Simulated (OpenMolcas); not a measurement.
**Levels of Rh by method**

```yaml
Program: OpenMolcas
Basis: ANO-R1 [6s4p3d1f]
Scalar_Hamiltonian: X2C, finite nucleus
Active_space: 9 electrons in 6 orbitals (4d 5s)
State_averaging: 2S+1 = 4 even, 20 roots; 2S+1 = 2 even, 52 roots kept (CI in the orbitals of an earlier block)
Spin-orbit_coupling: state interaction with AMFI integrals over the reference wave functions, term energies averaged over their components
```

Methods on the same reference wave functions:
A. CASSCF
B. SS-CASPT2, IPEA 0.25 Eh, imaginary shift 0.1 Eh (closed shells correlated: 4s 4p)
C. MS-CASPT2, IPEA 0.25 Eh, imaginary shift 0.1 Eh (closed shells correlated: 4s 4p)

Energies in cm-1 above 4d8 5s 4F 9/2, the measured ground level; measured values from NIST Handbook of Basic Atomic Spectroscopic Data.

```json
{"Level": "4d8 5s 4F 9/2", "A": "0.0", "B": "0.0", "C": "0.0", "Measured": "0.0"}
{"Level": "4d8 5s 4F 7/2", "A": "1612", "B": "1565", "C": "1566", "Measured": "1530"}
{"Level": "4d8 5s 4F 5/2", "A": "2989", "B": "2930", "C": "2940", "Measured": "2598"}
{"Level": "4d8 5s 4F 3/2", "A": "3857", "B": "3700", "C": "3710", "Measured": "3473"}
{"Level": "4d8 5s 2F 7/2", "A": "7256", "B": "6170", "C": "6170", "Measured": "5691"}
{"Level": "4d8 5s 2F 5/2 [63 %]", "A": "9411", "B": "7800", "C": "7780", "Measured": "7791"}
{"Level": "4d7 5s2 4F 9/2", "A": "12233", "B": "12060", "C": "12080", "Measured": ""}
{"Level": "4d8 5s 2D 3/2 [68 %]", "A": "13325", "B": "10250", "C": "10160", "Measured": ""}
{"Level": "4d7 5s2 4F 7/2", "A": "14182", "B": "14030", "C": "14040", "Measured": ""}
{"Level": "4d8 5s 4P 3/2", "A": "15309", "B": "12890", "C": "12870", "Measured": ""}
{"Level": "4d7 5s2 4F 5/2 [75 %]", "A": "15362", "B": "15290", "C": "15330", "Measured": ""}
{"Level": "4d8 5s 4P 1/2", "A": "15562", "B": "13230", "C": "13230", "Measured": ""}
{"Level": "4d7 5s2 4F 3/2", "A": "16408", "B": "16040", "C": "16090", "Measured": ""}
{"Level": "4d8 5s 2P 3/2", "A": "18267", "B": "15150", "C": "15150", "Measured": ""}
{"Level": "4d8 5s 2P 1/2", "A": "18964", "B": "15880", "C": "15840", "Measured": ""}
{"Level": "4d8 5s 2G 9/2", "A": "20103", "B": "18040", "C": "17990", "Measured": ""}
{"Level": "4d8 5s 2G 7/2", "A": "20283", "B": "18210", "C": "18090", "Measured": ""}
{"Level": "4d7 5s2 4P 5/2 [72 %]", "A": "26331", "B": "23960", "C": "24010", "Measured": ""}
{"Level": "4d7 5s2 4P 3/2", "A": "26967", "B": "24830", "C": "24770", "Measured": ""}
{"Level": "4d7 5s2 2G 9/2", "A": "27591", "B": "26590", "C": "26610", "Measured": ""}
{"Level": "4d7 5s2 4P 1/2", "A": "27828", "B": "25800", "C": "25780", "Measured": ""}
```

Deviations, from unrounded energies. A percentage is the sum of absolute deviations over the sum of measured energies, with the sign that they share, or ± where signs differ.

```tsv
Against measurement	Levels	A	B	C
mean absolute deviation (cm-1)	5	810	220	220
fine structure of the ground term (%)	3	+11.3	+7.9	+8.1
other terms of the ground configuration (%)	2	+23.6	+3.6	±3.6
```

B, C lie about equally close to measurement and A furthest from it. The largest miss of B in the table is 4d8 5s 2F 7/2, by +480 cm-1. The ranking rests on the paired levels alone, and a cruder setting can come out closer through cancelling errors.

Between B and C the level of the table that moves most is 4d8 5s 2G 7/2, by 120 cm-1 (lowest in C, highest in B). Moves below CASPT2's spread within the term are not significant.

The two smallest mean deviations differ by little beside CASPT2's spread within terms, so their order carries little weight.

From A to B the spin-free energies of the other terms of 4d8 5s shown, above 4F, scale by factors of 0.72 to 0.89.

The lowest spin-free term lies below A's lowest term by 0.412 hartree in B, 0.412 hartree in C.

CASPT2 does not keep the components of a term degenerate, so their means are used; among the terms shown or strongly mixed into the levels shown the widest spread is 1400 cm-1 (4d8 5s 2G, C). Terms from blocks run as CI alone lack orbitals of their own. A single d shell beside an s shell can misplace configurations of different d count against each other. No level of 4d9 was computed, though it lies in the active space. Without dynamic correlation excited terms often stand tens of per cent too high (terms of higher spin than the ground term too low), and those without a measured partner can miss by more than the paired ones (holds for A). Configurations are named by rounded mean occupations; where the s occupation lies near a half they are strongly mixed, a name can repeat and a true partner stay unpaired (holds for B; C). The CASPT2 spread within a term exceeds the gap to the next term for 4d7 5s2 4F and 4d8 5s 2P, so the order of their levels is uncertain, and so are names and mixing where such terms share a J (holds for C). Computed and measured levels are paired by configuration, term and J; levels that our copy of the source lacks, or whose pairing is in doubt (as where it misses far off the trend of its configuration), stay unpaired and out of the deviations. Only configurations of the active space appear. The table leaves out levels that lie high or whose names do not pair safely across all columns.

A share in square brackets marks a mixed level and gives the weight of the term that names it, the lowest over the columns.
